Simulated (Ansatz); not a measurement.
Geometry optimisation, RKS B3LYP/def2-SVP in Ansatz.

The input (input.yaml):

```yaml
crystal:
  periodic: [false, false, false]
  atoms:
    - { symbol: B, position_ang: [0.0, 0.0, 0.0] }
    - { symbol: O, position_ang: [0.0, 0.0, 1.76] }
    - { symbol: H, position_ang: [-0.9095, -0.2814, 2.0971] }
    - { symbol: H, position_ang: [1.0305, 0.0, -0.595] }
    - { symbol: H, position_ang: [-1.0305, 0.0, -0.595] }
    - { symbol: O, position_ang: [0.0766, 1.621, 0.5392] }
    - { symbol: Si, position_ang: [0.6742, 2.1133, 2.0302] }
    - { symbol: H, position_ang: [1.069, 0.9424, 2.8077] }
    - { symbol: H, position_ang: [1.8341, 2.9769, 1.8293] }
    - { symbol: H, position_ang: [-0.3605, 2.849, 2.751] }
    - { symbol: H, position_ang: [0.0506, 1.0697, 1.5173] }
basis:
  gaussian: { orbitals: def2-SVP }
hamiltonian:
  xc: b3lyp
relax:
  f_tol: 0.15
  max_steps: 25
  restrain:
    - { distance: [0, 5], at: 2.61, k: 30.0 }
    - { distance: [10, 1], at: 2.21, k: 30.0 }
    - { distance: [0, 1], at: 1.41, k: 30.0 }
    - { distance: [10, 5], at: 1.01, k: 30.0 }
```

Launched with:

```bash
$ ansatz run input.yaml --threads 2 --pin off --max-ram 3072MiB --backend cpu --events-out ev --progress --plain --runs-dir out
```

Problem. Where does it end, and by what steps?

Solution. The run converged. The restraints hold the end off the free minimum. After 15 steps the energy has fallen by 6.854 eV (the restraints' own energy left out); H3 moved furthest, 1.77 Å. The start is strongly strained (largest force component 9 eV/Å), so its close contacts needn't be bonds. Parted: B1–O6, O2–H11, Si7–H11.

```
step  energy less start (eV)  largest force component (eV/Å)  accepted
   0                  0.0000                           8.572       yes
   1                 -1.6674                           6.024       yes
   2                 -2.5955                           4.490       yes
   3                 -3.4597                           3.750       yes
   4                 -4.7552                           3.179       yes
   5                 -5.7600                           2.461       yes
   6                 -6.3128                           1.487       yes
   7                 -6.5550                           1.030       yes
   8                 -6.6356                           0.828       yes
   9                 -6.6790                           0.821       yes
  10                 -6.7062                           0.868       yes
  11                 -6.7693                           0.649       yes
  12                 -6.8075                           0.644       yes
  13                 -6.8067                           0.879       yes
  14                 -6.8240                           0.995       yes
  15                 -6.8544                           0.579       yes
```

```xyz
11
Properties=species:S:1:pos:R:3
B 0.031 -0.422 0.073
O -0.828 -0.969 1.010
H -1.744 -0.991 0.703
H 1.199 -0.436 0.361
H -0.386 -0.065 -1.005
O -0.230 1.772 1.463
Si 0.980 2.642 2.233
H 1.982 1.738 2.875
H 1.632 3.468 1.185
H 0.416 3.538 3.287
H -0.616 1.015 1.958
```

Whether the end is a true minimum wasn't checked by a vibrational analysis.

Run time: 16 s on 2 threads of AMD EPYC 9R45 96-Core Processor (Zen 5), on a shared host, peak memory 0.2 GiB.
